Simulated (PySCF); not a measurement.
Dipole response of Ti(2+) (titanium, charge +2)

[Ar] 3d2, high-spin 3F determinant. All numbers are calculated (PySCF 2.14, scalar relativity by spin-free X2C-1e, in aug-cc-pVQZ-DK (9s8p6d4f3g2h, 140 functions)). Coupled (time-dependent) response in atomic units; α is the mean over directions.

| method | mean α (bohr³) | α xx, yy, zz | C₆ (like pair) | S(−4) |
| --- | --- | --- | --- | --- |
| M06-L | 4.981 | 4.985, 4.985, 4.973 | 15.06 | 20.79 |

S(−4) is the Cauchy moment in α(ω) = α(0) + S(−4) ω² + …

α(iu) at M06-L:

```csv
u (hartree),α(iu) (bohr³)
0,4.981
0.0500,4.930
0.100,4.790
0.200,4.360
0.300,3.902
0.500,3.169
0.750,2.542
1.00,2.094
1.50,1.483
2.00,1.092
3.00,0.6488
5.00,0.2984
```

A single London oscillator, α(iu) = α/(1 + u²/ω²), gives C₆ = (3/4) ω α². Matching the computed C₆ needs ω = 4 × 15.06 / (3 × 4.981²) = 0.809 hartree.

For an ion, C₆ is the dispersion term alone; charge-induced terms of lower order in 1/R come first.

The components differ because the open shell of this determinant is not spherical; for a pure term their mean is the scalar polarisability.
